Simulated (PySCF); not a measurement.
**Zr⁺: excitation energy**

Zr⁺ [Kr] 4d2 5s1 (4F) → Zr⁺ [Kr] 4d1 5s1 5p1 (high-spin determinant), as a difference of total energies. Computed with PySCF 2.14 in dyall-av2z, with the non-relativistic Hamiltonian (point nucleus). Correlated levels: valence: [Kr] frozen; virtual orbitals above 40 to 60 times the deepest correlated orbital energy dropped. The calculations carry no spin-orbit coupling.

| method | excitation energy (cm⁻¹) |
| --- | --- |
| UHF | 36779 |
| LDA | 41448 |
| PBE | 41507 |
| PBE0 | 41020 |
| r2SCAN | 42522 |
| revPBE | 41373 |
| B3LYP | 41083 |
| r2SCAN0 | 41852 |
| MP2 (valence) | 37229 |
| SCS-MP2 (valence) | 36929 |

A first-order spin-orbit estimate (lowest level to lowest level, LS coupling) adds -0.027 eV.

The determinant of the upper state mixes LS terms, which raises its energy above the lowest term, most at the Hartree-Fock and MP2 levels.
